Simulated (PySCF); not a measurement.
**Gas-phase thermal properties of GaHCl₂**

Method: PySCF energies (xtb for GFN2) plus ideal-gas RRHO corrections (1 bar). 6-31G* has spherical d functions here. All species are closed-shell singlets. B3LYP is the form with VWN-RPA correlation. Ga: all electrons, no relativistic terms. GaHCl₂: computed as isolated molecules; such fragments, hydroxides, amides, oligomers or adducts are transient or little studied in the gas. The harmonic model lacks anharmonicity and excited electronic states, which grow with temperature; levels with a mode under 35 cm⁻¹ are left out.

| level | point group | σ | ZPE (kJ/mol) | S°298 (J/mol/K) | Cp298 (J/mol/K) | S°1000 (J/mol/K) | H1000 − H298 (kJ/mol) |
|---|---|---|---|---|---|---|---|
| B3LYP/6-31G* | C2v | 2 | 23.8 | 301.5 | 63.8 | 388.3 | 51.3 |
| GFN2-xTB | C2v | 2 | 20.3 | 304.7 | 65.9 | 393.5 | 52.4 |
| HF/6-31G* | C2v | 2 | 25.5 | 299.0 | 62.3 | 384.7 | 50.7 |
| PBE/def2-SVP | C2v | 2 | 23.7 | 301.5 | 63.7 | 388.3 | 51.3 |
| PBE0/def2-TZVP | C2v | 2 | 24.5 | 300.2 | 63.1 | 386.6 | 51.0 |
σ: rotational symmetry number. Electronic degeneracy used: 1. Frequencies are unscaled.
